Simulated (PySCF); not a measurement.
Sn(vinyl)H3, C2H6Sn.
Structure used (PBE0-D3(BJ)/def2-SVP), in Å, numbered top down from 1:
```
atom  x, y, z in Å
Sn1   -0.1796    0.3183   -1.3745
C2    -0.1982    0.3118    0.7668
C3     0.3721   -0.6373    1.5132
H4    -0.7086    1.1416    1.2715
H5     0.8994   -1.4948    1.0793
H6     0.3409   -0.6050    2.6093
H7     1.4358    0.3184   -1.9495
H8    -0.9854    1.7221   -1.9382
H9    -0.9766   -1.0750   -1.9780
```

The calculation used PySCF 2.14.0, density-fitted response routines, TDDFT wB97X-D/def2-SVPD, vertical, gas phase, core orbitals frozen in the response, def2 core potentials past Kr. Spin–orbit coupling is left out.

Transition dipole moments from the ground state, in atomic units and in the frame of the coordinates above (overall signs are arbitrary), for the states with f of 0.002 or more among the lowest 7:

| state | E (eV) | μx | μy | μz |
| --- | --- | --- | --- | --- |
| S1 | 6.275 | -0.109 | -0.067 | 0.001 |
| S2 | 6.994 | -0.320 | 0.536 | -1.213 |
| S3 | 7.283 | -0.205 | -0.126 | 0.002 |
| S4 | 7.635 | -0.328 | -0.200 | -0.006 |
| S5 | 7.797 | 0.268 | 0.161 | -0.006 |
| S6 | 7.870 | -0.047 | 0.085 | -0.172 |
| S7 | 8.021 | 0.170 | -0.307 | 0.749 |

Work out the oscillator strengths.

f = (2/3) ΔE |μ|² with ΔE in hartree (27.2114 eV).

```csv
state,|μ|² (au),|μ| (D),f
S1,0.016,0.32,0.003
S2,1.861,3.47,0.319
S3,0.058,0.61,0.010
S4,0.147,0.98,0.028
S5,0.098,0.80,0.019
S6,0.039,0.50,0.008
S7,0.684,2.10,0.134
```

What angle do the transition dipoles of S4 and S7 make?

|cos θ| = |μa·μb| / (|μa| |μb|) = 0.00, so θ ≈ 90° (taken between 0 and 90°, since the signs are arbitrary).

What peak molar absorption coefficient would the strongest computed level give as a lone Gaussian band 0.4 eV wide at half height?

ε(max) = 2.175×10⁸ f / FWHM, with the width in cm⁻¹. S2: 2.175×10⁸ × 0.3189 / 3226 ≈ 22000 L mol⁻¹ cm⁻¹.

All these states lie below the vertical ionisation energy of 10.03 eV (ΔSCF).

On one thread of an Arm Neoverse V2, on a shared host, this took 35 s.

One conformer stands for the species.
